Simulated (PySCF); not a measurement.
Species: C₁₂H₂₂.
Numbering: `[CH2:1]1[CH2:2][CH2:3][CH:4]([CH:5]2[CH2:6][CH2:7][CH2:8][CH2:9][CH2:10]2)[CH2:11][CH2:12]1` (hydrogens: H13, H14 on C1; H15, H16 on C2; H17, H18 on C3; H19 on C4; H20 on C5; H21, H22 on C6; H23, H24 on C7; H25, H26 on C8; H27, H28 on C9; H29, H30 on C10; H31, H32 on C11; H33, H34 on C12)

Method: PBE0-D3(BJ)/def2-SVP geometry optimisation, gas phase in PySCF 2.14.0; density fitting, grid level 1; the optimiser is geomeTRIC in internal coordinates, started from a GFN2-xTB structure with every atom displaced at random (about 0.01 Å).

Step 0: E = -12780.5606 eV
```
atom  x, y, z in Å  |  force x, y, z in eV/Å
C1      3.5836    0.0781    0.4183   -2.820   1.138  -0.013
C2      2.7842   -1.2143    0.3582   -0.199   0.369   1.080
C3      1.2790   -0.9652    0.5696    1.481   0.417  -0.127
C4      0.7916   -0.0097   -0.4943   -2.247   0.295   0.518
C5     -0.7688    0.1972   -0.4456    0.778  -0.155   0.647
C6     -1.2920    0.6597    0.9276   -0.025  -0.599  -0.633
C7     -2.7716    0.9612    0.8496   -0.055  -0.270  -0.498
C8     -3.5425   -0.2619    0.3878   -0.202   0.493   0.123
C9     -3.0332   -0.7534   -0.9324    0.266  -0.924  -0.403
C10    -1.5377   -1.0494   -0.8593   -0.225   1.173  -1.566
C11     1.5152    1.3085   -0.3992    1.182  -0.318  -1.022
C12     3.0240    1.0847   -0.6131   -0.235  -0.089   0.743
H13     4.5964   -0.0696    0.2231    2.286  -0.449  -0.184
H14     3.4486    0.5416    1.4184    0.290  -0.187  -0.088
H15     3.1624   -1.9053    1.1237    0.032  -0.217   0.010
H16     2.9410   -1.6659   -0.6070    0.107  -0.545  -0.798
H17     1.1564   -0.5145    1.5656   -0.171  -0.033   0.111
H18     0.7563   -1.9083    0.5500   -0.485  -0.631   0.004
H19     0.9743   -0.4635   -1.4686    0.273  -0.124  -0.491
H20    -1.0225    1.0041   -1.1528    0.098   0.027  -0.213
H21    -0.7692    1.5449    1.2565    0.518   0.523   0.350
H22    -1.1226   -0.1568    1.6556    0.024   0.221   0.063
H23    -3.1379    1.3022    1.8043   -0.312   0.272   0.772
H24    -2.9506    1.7829    0.1357    0.054   0.085  -0.027
H25    -4.6057   -0.0431    0.3168   -0.521   0.168  -0.006
H26    -3.4566   -1.0457    1.1364    0.118  -0.459   0.409
H27    -3.5702   -1.6796   -1.2361    0.050   0.367  -0.027
H28    -3.2038    0.0130   -1.7004   -0.126   0.045  -0.201
H29    -1.1677   -1.3939   -1.8498   -0.103  -0.009   0.255
H30    -1.3762   -1.8369   -0.1643    0.314  -1.116   0.964
H31     1.3643    1.7628    0.5747   -0.197   0.319   0.489
H32     1.1533    1.9936   -1.1799   -0.155   0.151   0.088
H33     3.5517    2.0465   -0.5408    0.150   0.028  -0.071
H34     3.1873    0.6786   -1.6191    0.056   0.034  -0.258
```

**Question.** Estimate the geometry and energy of step 1. (The exact step hangs on the optimiser's Hessian estimate; all steps are aligned on step 0, rigid shifts and turns removed.)

**Answer.** E = -12780.8662 eV, largest force 0.790 eV/Å
```
atom  x, y, z in Å  |  force x, y, z in eV/Å
C1      3.5799    0.0933    0.4161    0.759  -0.064  -0.211
C2      2.8118   -1.2187    0.3662   -0.013  -0.056  -0.230
C3      1.3159   -0.9871    0.5481   -0.226  -0.196   0.049
C4      0.7526   -0.0101   -0.4865    0.199  -0.021  -0.112
C5     -0.7686    0.1980   -0.4281   -0.017   0.035  -0.072
C6     -1.3043    0.6914    0.9176    0.079   0.117   0.057
C7     -2.8026    0.9679    0.8526   -0.051   0.119   0.117
C8     -3.5820   -0.2540    0.3893   -0.030  -0.137   0.006
C9     -3.0484   -0.7827   -0.9385   -0.027   0.135   0.014
C10    -1.5489   -1.0407   -0.8719    0.062  -0.302   0.299
C11     1.5347    1.3048   -0.4178   -0.147   0.073   0.127
C12     3.0332    1.0963   -0.5919   -0.007  -0.021  -0.080
H13     4.6729   -0.0757    0.2245   -0.596   0.039   0.132
H14     3.5135    0.5168    1.4310   -0.040   0.059   0.099
H15     3.1887   -1.9218    1.1259   -0.004   0.007   0.023
H16     2.9858   -1.7021   -0.6180   -0.028   0.050   0.142
H17     1.1373   -0.5801    1.5589    0.002  -0.011   0.037
H18     0.7742   -1.9508    0.5015    0.080   0.113   0.012
H19     0.9644   -0.4510   -1.4843   -0.043   0.046   0.067
H20    -0.9972    0.9915   -1.1696    0.037  -0.023   0.029
H21    -0.7679    1.6030    1.2412   -0.054  -0.113  -0.048
H22    -1.1139   -0.0725    1.6920    0.013  -0.018   0.005
H23    -3.1757    1.3110    1.8353    0.057  -0.039  -0.084
H24    -2.9829    1.8014    0.1498   -0.007   0.006  -0.011
H25    -4.6567   -0.0231    0.3079    0.004   0.019  -0.004
H26    -3.4968   -1.0500    1.1537    0.009   0.035  -0.024
H27    -3.5862   -1.6985   -1.2286   -0.006  -0.027  -0.033
H28    -3.2479   -0.0349   -1.7289   -0.018  -0.039   0.007
H29    -1.1748   -1.3926   -1.8461    0.023   0.000  -0.053
H30    -1.3621   -1.8692   -0.1498   -0.030   0.208  -0.201
H31     1.3480    1.7834    0.5648    0.031  -0.020  -0.115
H32     1.1525    2.0014   -1.1821    0.004   0.034  -0.002
H33     3.5678    2.0578   -0.5099   -0.020  -0.030   0.000
H34     3.2244    0.7200   -1.6155    0.009   0.023   0.059
```

The energy changes by -0.3057 eV. The first-order estimate −F·Δx gives -0.7470 eV and the mean of the old and new forces, exact on a quadratic surface, -0.3191 eV. The step makes an angle of 64° with the force vector and moves no atom by more than 0.092 Å.

The cost below is that of the whole optimisation. The run took 4.0 min wall, 8.9 min CPU on Intel Xeon Platinum 8259CL at 2.50 GHz, 2 threads, shared host with 96 logical CPUs at a one-minute load of 47, and the process peaked at 2.2 GiB of memory.
